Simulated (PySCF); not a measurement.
# SnO⁺: energy against distance

Set-up: Sn cc-pVTZ-PP with ECP28, O cc-pVTZ; scalar-relativistic core potentials (PySCF 2.14). Energies in eV from Sn⁺ + O in their ground configurations at the same level. State: ²Π (doublet), unpaired electrons π ↑.

All columns are PBE0. A positive dipole points towards O; it is taken about the centre of mass and depends on that origin.

```
R (Å)  E (eV)  μ (D)  Mulliken charge on Sn (basis-dependent)  HOMO (eV)  LUMO (eV)  Mayer bond order  ⟨S²⟩
1.706  -1.911  -1.29                                     1.12     -15.16     -12.55              1.39  0.75
1.786  -2.644  -1.66                                     1.14     -15.17     -12.07              1.35  0.75
1.865  -3.039  -2.02                                     1.17     -15.12     -11.63              1.31  0.76
1.925  -3.177  -2.29                                     1.19     -15.04     -11.33              1.28  0.76
1.984  -3.215  -2.55                                     1.21     -14.94     -11.06              1.26  0.76
2.043  -3.177  -2.79                                     1.22     -14.73     -10.83              1.24  0.76
2.123  -3.040  -3.10                                     1.24     -14.33     -10.58              1.22  0.76
2.222  -2.779  -3.45                                     1.25     -13.88     -10.35              1.20  0.77
2.341  -2.390  -3.82                                     1.26     -13.39     -10.19              1.18  0.78
2.500  -1.830  -4.13                                     1.25     -12.84     -10.11              1.15  0.84
```

A fit through these points gives, at Re = 1.981 Å, μ = -2.53 D and dμ/dR = -4.23 D/Å; the reduced mass is 14.11 u.

How strong is the fundamental in the double-harmonic approximation, I = 42.26·(dμ/dR)²/μred km/mol?

I = 42.26·(-4.23)²/14.11 = 53.6 km/mol at PBE0.

Spin–orbit coupling is left out, which matters for elements this heavy, above all for dissociation energies. For an ion De counts to the pair picked by the measured ionisation energies or electron affinities, which need not be the lowest pair at this level. The state was picked by a PBE0 search and need not be the measured ground state.
